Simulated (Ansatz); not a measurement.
Input for Ansatz (a quantum-chemistry and plane-wave program): U-BHLYP/def2-TZVPP on Co2, 2S+1 = 5, a spin state set in the input, which need not be the lowest, a point of a bond scan (R = 2.327 Å).

Ansatz 0.2 input:
```yaml
crystal:
  periodic: [false, false, false]
  atoms:
    - {symbol: Co, position_ang: [0.00000000, 0.00000000, 0.00000000]}
    - {symbol: Co, position_ang: [0.00000000, 0.00000000, 2.32668600]}
basis:
  gaussian:
    orbitals: def2-TZVPP
    pivot_positions_ang: [[0.00000000, 0.00000000, 0.00000000], [0.00000000, 0.00000000, 2.32668600]]
hamiltonian:
  xc: {name: BHLYP}
magnetization: {spin_polarized: true, initial_magnetization: 4}
output: {forces: true, orbitals: {seedname: ./end}}
```

Output:

```
WARN ansatz: RAYON_NUM_THREADS=2 ignored (pool sized by the plan → 2); use --threads N
Functional definition: BHLYP
integrals: 0.08 GiB planned
1012 factors; integrals over basis functions are off by at most 2.9e-4 eV
mean field: 0.89 GiB planned
mean field evaluation 1: about -75230.7422 eV, gradient 8.2e1 eV
mean field evaluation 2: about -74851.7241 eV, gradient 3.7e2 eV
mean field evaluation 4: about -75245.5645 eV, gradient 1.6e1 eV
mean field evaluation 8: about -75246.4048 eV, gradient 1.3e0 eV
mean field evaluation 16: about -75246.5468 eV, gradient 1.3e-1 eV
mean field evaluation 32: about -75250.5650 eV, gradient 1.5e-5 eV
mean field evaluation 64: about -75248.6383 eV, gradient 1.4e0 eV
mean field -75250.56501585 eV, -2765.4072576677 hartree, gradient 3.4e-9 eV, S^2 6.018484; 4 other end points of the search recorded, 0 dependent functions left out
the calculation of the forces begins
reference -75250.56513462 eV, -2765.4072620322 hartree; 29, 25 occupied and 99, 103 virtual orbitals, 1012 factors
Total energy: -75250.56513462 eV, -2765.4072620322 hartree
Atom 0 at     0.000000     0.000000     0.000000 Å, force     0.000000     0.000000    -0.429939 eV/Å
Atom 1 at     0.000000     0.000000     2.326686 Å, force     0.000000    -0.000000     0.429939 eV/Å
Dipole moment:    -0.000000     0.000000     0.000000 e Å
```

Self-consistency was reached.

Cost: about 100 core-seconds (a rough figure).
